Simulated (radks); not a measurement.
The numbers below are computed, except where a source is named.
Question: Species: Ag. Configuration: [Kr] 4d10 5s1. Code: a radial shooting solver on a logarithmic mesh with Libxc functionals. Model: scalar-relativistic Kohn-Sham, r2SCAN, spin-unpolarised, spherical densities, finite nucleus; meta-GGA in the generalised Kohn-Sham scheme; Fermi nuclear charge, rms radius 4.5454 fm. Some entries of the table are withheld. Estimate them.

orbital,occ.,eigenvalue (Ry),<1/r> (bohr^-1)
1s,2,-1865.356,49.43
2s,2,-275.6790,11.25
2p,6,-247.0648,10.85
3s,2,-50.96463,3.957
3p,6,-41.48971,(1)
3d,10,-26.58435,3.529
4s,2,-7.18013,1.502
4p,6,-4.43558,(2)
4d,10,-0.56565,0.9718
5s,1,-0.31544,0.4060

Answer: 
(1) 3p <1/r> (bohr^-1): 3.763
(2) 4p <1/r> (bohr^-1): 1.349
